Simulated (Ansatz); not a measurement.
Ansatz (a program for electronic structure) input (B3LYP-D3(BJ)/def2-TZVP):

Ansatz 0.2 input:
```yaml
crystal:
  periodic: [false, false, false]
  atoms:
    - {symbol: B, position_ang: [-0.00000000, -0.00000000, -0.83561304]}
    - {symbol: N, position_ang: [0.00000000, 0.00000000, 0.39812868]}
    - {symbol: H, position_ang: [0.00000000, 0.00000000, 1.39116444]}
basis:
  gaussian:
    orbitals: def2-TZVP
hamiltonian:
  xc: b3lyp
  dispersion: d3bj
magnetization: {spin_polarized: true, initial_magnetization: 1}
phonons: {temperatures: {t_min: 298.15, t_max: 298.15, t_step: 100}}
```

Output:

```
Functional definition: B3LYP
integrals: 0.01 GiB planned
368 factors; their error is unknown
mean field: 0.14 GiB planned
mean field evaluation 1: about -2171.7020 eV, gradient 5.0e1 eV
mean field evaluation 2: about -2129.4380 eV, gradient 8.9e1 eV
mean field evaluation 4: about -2180.9047 eV, gradient 5.8e0 eV
mean field evaluation 8: about -2181.0725 eV, gradient 3.5e-2 eV
mean field evaluation 16: about -2181.0725 eV, gradient 1.7e-5 eV
mean field -2181.07251009 eV, -80.1529363617 hartree, gradient 1.7e-5 eV, S^2 0.760823; 0 other end points of the search recorded, 0 dependent functions left out
the calculation of the forces begins
reference -2181.07268868 eV, -80.1529429248 hartree; 7, 6 occupied and 61, 62 virtual orbitals, 368 factors
these checks for a lower state are left out or cut short: stability, starts, cluster_reference, orbital_swaps, neighbouring_geometries, increment
integrals: 0.01 GiB planned
368 factors; their error is unknown
mean field: 0.14 GiB planned
mean field -2181.07250894 eV, -80.1529363196 hartree, gradient 6.6e-6 eV, S^2 0.760824; 0 other end points of the search recorded, 0 dependent functions left out
the calculation of the forces begins
reference -2181.07268753 eV, -80.1529428827 hartree; 7, 6 occupied and 61, 62 virtual orbitals, 368 factors
these checks for a lower state are left out or cut short: stability, starts, cluster_reference, orbital_swaps, neighbouring_geometries, increment
integrals: 0.01 GiB planned
368 factors; their error is unknown
mean field: 0.14 GiB planned
mean field -2181.07250894 eV, -80.1529363196 hartree, gradient 6.6e-6 eV, S^2 0.760824; 0 other end points of the search recorded, 0 dependent functions left out
the calculation of the forces begins
reference -2181.07268753 eV, -80.1529428827 hartree; 7, 6 occupied and 61, 62 virtual orbitals, 368 factors
these checks for a lower state are left out or cut short: stability, starts, cluster_reference, orbital_swaps, neighbouring_geometries, increment
integrals: 0.01 GiB planned
368 factors; their error is unknown
mean field: 0.14 GiB planned
mean field evaluation 32: about -2181.0701 eV, gradient 1.7e-1 eV
mean field -2181.07250894 eV, -80.1529363196 hartree, gradient 6.6e-6 eV, S^2 0.760824; 0 other end points of the search recorded, 0 dependent functions left out
the calculation of the forces begins
reference -2181.07268753 eV, -80.1529428827 hartree; 7, 6 occupied and 61, 62 virtual orbitals, 368 factors
these checks for a lower state are left out or cut short: stability, starts, cluster_reference, orbital_swaps, neighbouring_geometries, increment
integrals: 0.01 GiB planned
368 factors; their error is unknown
mean field: 0.14 GiB planned
mean field -2181.07250894 eV, -80.1529363196 hartree, gradient 6.6e-6 eV, S^2 0.760824; 0 other end points of the search recorded, 0 dependent functions left out
the calculation of the forces begins
reference -2181.07268753 eV, -80.1529428827 hartree; 7, 6 occupied and 61, 62 virtual orbitals, 368 factors
these checks for a lower state are left out or cut short: stability, starts, cluster_reference, orbital_swaps, neighbouring_geometries, increment
integrals: 0.01 GiB planned
368 factors; their error is unknown
mean field: 0.14 GiB planned
mean field -2181.07223340 eV, -80.1529261935 hartree, gradient 9.7e-7 eV, S^2 0.760705; 0 other end points of the search recorded, 0 dependent functions left out
the calculation of the forces begins
reference -2181.07241194 eV, -80.1529327550 hartree; 7, 6 occupied and 61, 62 virtual orbitals, 368 factors
these checks for a lower state are left out or cut short: stability, starts, cluster_reference, orbital_swaps, neighbouring_geometries, increment
integrals: 0.01 GiB planned
368 factors; their error is unknown
mean field: 0.14 GiB planned
mean field -2181.07224790 eV, -80.1529267264 hartree, gradient 1.7e-6 eV, S^2 0.760944; 0 other end points of the search recorded, 0 dependent functions left out
the calculation of the forces begins
reference -2181.07242653 eV, -80.1529332911 hartree; 7, 6 occupied and 61, 62 virtual orbitals, 368 factors
these checks for a lower state are left out or cut short: stability, starts, cluster_reference, orbital_swaps, neighbouring_geometries, increment
integrals: 0.01 GiB planned
368 factors; their error is unknown
mean field: 0.14 GiB planned
mean field evaluation 64: about -2181.0725 eV, gradient 1.4e-1 eV
mean field -2181.07250431 eV, -80.1529361494 hartree, gradient 1.5e-6 eV, S^2 0.760824; 0 other end points of the search recorded, 0 dependent functions left out
the calculation of the forces begins
reference -2181.07268290 eV, -80.1529427125 hartree; 7, 6 occupied and 61, 62 virtual orbitals, 368 factors
these checks for a lower state are left out or cut short: stability, starts, cluster_reference, orbital_swaps, neighbouring_geometries, increment
integrals: 0.01 GiB planned
368 factors; their error is unknown
mean field: 0.14 GiB planned
mean field -2181.07250431 eV, -80.1529361494 hartree, gradient 1.6e-6 eV, S^2 0.760824; 0 other end points of the search recorded, 0 dependent functions left out
the calculation of the forces begins
reference -2181.07268290 eV, -80.1529427125 hartree; 7, 6 occupied and 61, 62 virtual orbitals, 368 factors
these checks for a lower state are left out or cut short: stability, starts, cluster_reference, orbital_swaps, neighbouring_geometries, increment
integrals: 0.01 GiB planned
368 factors; their error is unknown
mean field: 0.14 GiB planned
mean field -2181.07250431 eV, -80.1529361494 hartree, gradient 1.5e-6 eV, S^2 0.760824; 0 other end points of the search recorded, 0 dependent functions left out
the calculation of the forces begins
reference -2181.07268290 eV, -80.1529427125 hartree; 7, 6 occupied and 61, 62 virtual orbitals, 368 factors
these checks for a lower state are left out or cut short: stability, starts, cluster_reference, orbital_swaps, neighbouring_geometries, increment
integrals: 0.01 GiB planned
368 factors; their error is unknown
mean field: 0.14 GiB planned
mean field -2181.07250431 eV, -80.1529361494 hartree, gradient 1.5e-6 eV, S^2 0.760824; 0 other end points of the search recorded, 0 dependent functions left out
the calculation of the forces begins
reference -2181.07268290 eV, -80.1529427125 hartree; 7, 6 occupied and 61, 62 virtual orbitals, 368 factors
these checks for a lower state are left out or cut short: stability, starts, cluster_reference, orbital_swaps, neighbouring_geometries, increment
integrals: 0.01 GiB planned
368 factors; their error is unknown
mean field: 0.14 GiB planned
mean field evaluation 96: about -2181.0720 eV, gradient 1.4e-1 eV
mean field -2181.07207904 eV, -80.1529205211 hartree, gradient 1.8e-6 eV, S^2 0.760938; 0 other end points of the search recorded, 0 dependent functions left out
the calculation of the forces begins
reference -2181.07225758 eV, -80.1529270821 hartree; 7, 6 occupied and 61, 62 virtual orbitals, 368 factors
these checks for a lower state are left out or cut short: stability, starts, cluster_reference, orbital_swaps, neighbouring_geometries, increment
integrals: 0.01 GiB planned
368 factors; their error is unknown
mean field: 0.14 GiB planned
mean field -2181.07207589 eV, -80.1529204053 hartree, gradient 9.7e-7 eV, S^2 0.760711; 0 other end points of the search recorded, 0 dependent functions left out
the calculation of the forces begins
reference -2181.07225454 eV, -80.1529269704 hartree; 7, 6 occupied and 61, 62 virtual orbitals, 368 factors
these checks for a lower state are left out or cut short: stability, starts, cluster_reference, orbital_swaps, neighbouring_geometries, increment
integrals: 0.01 GiB planned
368 factors; their error is unknown
mean field: 0.14 GiB planned
mean field -2181.07250832 eV, -80.1529362966 hartree, gradient 6.0e-6 eV, S^2 0.760824; 0 other end points of the search recorded, 0 dependent functions left out
the calculation of the forces begins
reference -2181.07268691 eV, -80.1529428597 hartree; 7, 6 occupied and 61, 62 virtual orbitals, 368 factors
these checks for a lower state are left out or cut short: stability, starts, cluster_reference, orbital_swaps, neighbouring_geometries, increment
integrals: 0.01 GiB planned
368 factors; their error is unknown
mean field: 0.14 GiB planned
mean field -2181.07250832 eV, -80.1529362966 hartree, gradient 6.0e-6 eV, S^2 0.760824; 0 other end points of the search recorded, 0 dependent functions left out
the calculation of the forces begins
reference -2181.07268691 eV, -80.1529428597 hartree; 7, 6 occupied and 61, 62 virtual orbitals, 368 factors
these checks for a lower state are left out or cut short: stability, starts, cluster_reference, orbital_swaps, neighbouring_geometries, increment
integrals: 0.01 GiB planned
368 factors; their error is unknown
mean field: 0.14 GiB planned
mean field evaluation 128: about -2181.0725 eV, gradient 6.5e-7 eV
mean field -2181.07250832 eV, -80.1529362966 hartree, gradient 6.0e-6 eV, S^2 0.760824; 0 other end points of the search recorded, 0 dependent functions left out
the calculation of the forces begins
reference -2181.07268691 eV, -80.1529428597 hartree; 7, 6 occupied and 61, 62 virtual orbitals, 368 factors
these checks for a lower state are left out or cut short: stability, starts, cluster_reference, orbital_swaps, neighbouring_geometries, increment
integrals: 0.01 GiB planned
368 factors; their error is unknown
mean field: 0.14 GiB planned
mean field -2181.07250832 eV, -80.1529362966 hartree, gradient 6.0e-6 eV, S^2 0.760824; 0 other end points of the search recorded, 0 dependent functions left out
the calculation of the forces begins
reference -2181.07268691 eV, -80.1529428597 hartree; 7, 6 occupied and 61, 62 virtual orbitals, 368 factors
these checks for a lower state are left out or cut short: stability, starts, cluster_reference, orbital_swaps, neighbouring_geometries, increment
integrals: 0.01 GiB planned
368 factors; their error is unknown
mean field: 0.14 GiB planned
mean field -2181.07235798 eV, -80.1529307717 hartree, gradient 1.1e-6 eV, S^2 0.760829; 0 other end points of the search recorded, 0 dependent functions left out
the calculation of the forces begins
reference -2181.07253667 eV, -80.1529373384 hartree; 7, 6 occupied and 61, 62 virtual orbitals, 368 factors
these checks for a lower state are left out or cut short: stability, starts, cluster_reference, orbital_swaps, neighbouring_geometries, increment
integrals: 0.01 GiB planned
368 factors; their error is unknown
mean field: 0.14 GiB planned
mean field -2181.07234668 eV, -80.1529303564 hartree, gradient 1.5e-6 eV, S^2 0.760818; 0 other end points of the search recorded, 0 dependent functions left out
the calculation of the forces begins
reference -2181.07252517 eV, -80.1529369159 hartree; 7, 6 occupied and 61, 62 virtual orbitals, 368 factors
Total energy: -2181.12256905 eV, -80.1547759947 hartree
Atom 0 at    -0.000000    -0.000000    -0.835613 Å, force     0.000000     0.000000    -0.000009 eV/Å
Atom 1 at     0.000000     0.000000     0.398129 Å, force    -0.000000    -0.000000     0.000219 eV/Å
Atom 2 at     0.000000     0.000000     1.391164 Å, force     0.000000     0.000000    -0.000210 eV/Å
Dipole moment:    -0.000000    -0.000000     0.065341 e Å
Vibrations: 445.34 445.34 1918.53 3846.68 cm⁻¹, zero-point energy 0.412613 eV
```

It need not be the lowest isomer of its formula.
